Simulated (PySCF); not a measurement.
H4O4Ti, singlet, geometry from GFN2-xTB (such geometries of metal compounds can be far from the true shape). Base run: DF-M062X/STO-3G run with PySCF.

The PySCF input:
```python
from pyscf import gto, scf, dft

mol = gto.Mole()
mol.atom = '''
    Ti    0.00000000    0.00000000   -0.00000000
    O     1.24544225   -0.58253470   -1.05566096
    H     2.18594291   -0.38412089   -1.04907072
    O     0.70126705    0.27495552    1.56125498
    H     0.42784937    0.88996160    2.24752262
    O    -0.68322854    1.49335881   -0.55495166
    H    -1.41360157    1.63536595   -1.16350913
    O    -1.26348075   -1.18577963    0.04935764
    H    -1.20019071   -2.14120665   -0.03494277
'''
mol.basis = 'sto-3g'
mol.verbose = 4
mol.build()

mf = dft.RKS(mol)
mf.xc = 'm062x'
mf = mf.density_fit(auxbasis='def2-universal-jkfit')
mf.kernel()
mf.analyze()
```

Each row names what was changed in the base input (with any setting that the change needs).

```csv
change,basis functions,E (Eh),HOMO (eV),HOMO-LUMO gap (eV),core-seconds (rough)
base,42,-1140.10661,-6.06,13.31,5
basis = pcseg-0,68,-1150.22064,-10.08,10.47,10
basis = 6-31G,71,-1152.63938,-10.19,10.59,10
basis = 3-21G,71,-1146.98795,-9.66,10.03,10
basis = pc-1,107,(withheld),(withheld),(withheld),20
basis = def2-SVP,107,-1152.45621,-10.16,10.23,20
basis = aug-pcseg-1,(withheld),(withheld),-10.53,(withheld),40
basis = aug-cc-pVDZ,(withheld),(withheld),(withheld),(withheld),30
basis = def2-TZVP,193,-1152.94824,-10.57,10.78,30
basis = pcseg-2,232,-1152.96702,-10.59,11.06,50
basis = pc-2,232,-1152.97303,-10.61,11.03,50
basis = def2-TZVPD,244,-1152.95311,-10.61,10.42,40
basis = cc-pVTZ,244,(withheld),-10.53,10.42,40
```

**Question.** Some entries are withheld; supply them.

**Answer.** 
- basis = pc-1, E (Eh): -1152.69346
- basis = pc-1, HOMO (eV): -10.52
- basis = pc-1, HOMO-LUMO gap (eV): 10.98
- basis = aug-pcseg-1, basis functions: 175
- basis = aug-pcseg-1, E (Eh): -1152.67236
- basis = aug-pcseg-1, HOMO-LUMO gap (eV): 10.07
- basis = aug-cc-pVDZ, basis functions: 187
- basis = aug-cc-pVDZ, E (Eh): -1152.88450
- basis = aug-cc-pVDZ, HOMO (eV): -10.49
- basis = aug-cc-pVDZ, HOMO-LUMO gap (eV): 10.08
- basis = cc-pVTZ, E (Eh): -1152.96519

Totals compare only among sets that treat the same electrons; sets with core potentials leave the core out.
